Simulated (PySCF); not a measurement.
Precursor series Ti NH2-H. Gas-phase values, no solvent. One relaxed conformer stands for each flexible species; it need not be the lowest.

The charge on the central atom (Mulliken) from two functionals at the same geometries (BP86-D3(BJ)/def2-SVP), both in PySCF: PBE-D3(BJ)/def2-TZVP and TPSSh-D3(BJ)/def2-TZVP. 

| species | PBE-D3(BJ)/def2-TZVP (e) |
|---|---|
| 0 of 4 NH2 replaced by H ([Ti(NH2)4]) | 1.45 |
| 1 of 4 NH2 replaced by H | 1.19 |
| 3 of 4 NH2 replaced by H ([Ti(NH2)(H)3]) | 0.74 |
| 4 of 4 NH2 replaced by H ([Ti(H)4]) | 0.55 |

Q: What does TPSSh-D3(BJ)/def2-TZVP give for each?

A: 
- 0 of 4 NH2 replaced by H ([Ti(NH2)4]): 1.58
- 1 of 4 NH2 replaced by H: 1.31
- 3 of 4 NH2 replaced by H ([Ti(NH2)(H)3]): 0.83
- 4 of 4 NH2 replaced by H ([Ti(H)4]): 0.63
Over these rows, drawn at random from the members with no instability flagged (it was tested for open shells, ions and some series alone), PBE minus TPSSh-D3(BJ): mean -0.10 e, from -0.12 e to -0.08 e.
